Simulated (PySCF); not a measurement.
**What settings do to a single point of PbH2**

The sound run of PbH2 (singlet) uses PySCF 2.14.0, RKS PBE, Pb def2-SVP with ECP60, H def2-SVP; non-relativistic Hamiltonian with scalar-relativistic core potentials where named; density fitting; no spin-orbit coupling, grid (50, 194), threshold 1e-8 Eh and 55 cycles, at the relaxed geometry:

```xyz
3

Pb    0.0000    0.0000   -0.3056
H     1.3229    0.0000    1.0264
H    -1.3229    0.0000    1.0264
```

There Pb1 has a Mulliken charge of 0.26 e and the dipole about the centre of mass is 1.42 D. Each run below changes one thing and starts from free metal ions and neutral atoms unless it says otherwise; with 55 cycles, smearing, a level shift and second-order steps follow where DIIS fails, and their cycles count. Energy shifts count from the sound run.

| change | outcome | cycles | energy shift (eV) | largest force component (eV/Å) | charge on Pb1 (e) | dipole about the centre of mass (D) |
| --- | --- | --- | --- | --- | --- | --- |
| H3 put 0.5 Å from Pb1, limit 88 cycles | not converged | 88 | – | – | – | – |

Question: One further run converged with energy shift (eV) 20.48, largest force component (eV/Å) 0.40, charge on Pb1 (e) 0.16, dipole about the centre of mass (D) 1.89. Which change was it?
A. all coordinates × 1.05
B. threshold 1e-06
C. grid (10, 14)

Answer: C.

Question: And the other changes listed?

Answer: 
```tsv
change	outcome	cycles	energy shift (eV)	largest force component (eV/Å)	charge on Pb1 (e)	dipole about the centre of mass (D)
all coordinates × 1.05	converged	8	0.0703	1.00	0.27	1.85
threshold 1e-06	converged	8	0.0000	0.01	0.26	1.42
```

Unsound on purpose, so not properties of the compound: grid (10, 14).

Forces carry noise of the integration grid, about 0.01 to 0.03 eV/Å.
